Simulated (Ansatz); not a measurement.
Basis-set extrapolation for `O[SiH2]C[SiH](O)Cl` (PBE0-D4/def2-TZVP geometry, frozen core, the Gaussian-basis code of Ansatz). Multiplicity 1, RHF reference.

|  | def2-TZVPP | def2-QZVPP |
| --- | --- | --- |
| HF | -1229.340444 | -1229.380842 |
| MP2 correlation | -1.090468 | -1.180400 |
| CCSD(T) correlation | -1.187998 | not run |

Energies in hartree. Use E(X) = E(∞) + A·exp(−7.88·√X) for Hartree–Fock and E(X) = E(∞) + B·X^(−2.97) for correlation, with X = 3 and 4, and add CCSD(T) minus MP2 of the smaller set to the MP2 limit.

Question: What is the CCSD(T) energy at the basis-set limit?

Answer: HF limit: -1229.380842 + (-0.040398) × 0.13774 = -1229.38641. MP2 limit: -1.180400 + (-0.089932) × 0.74074 = -1.24702. Higher-order term: -1.187998 − (-1.090468) = -0.09753. Total: -1230.73096 hartree, 531.7 kJ/mol below CCSD(T)/def2-TZVPP.
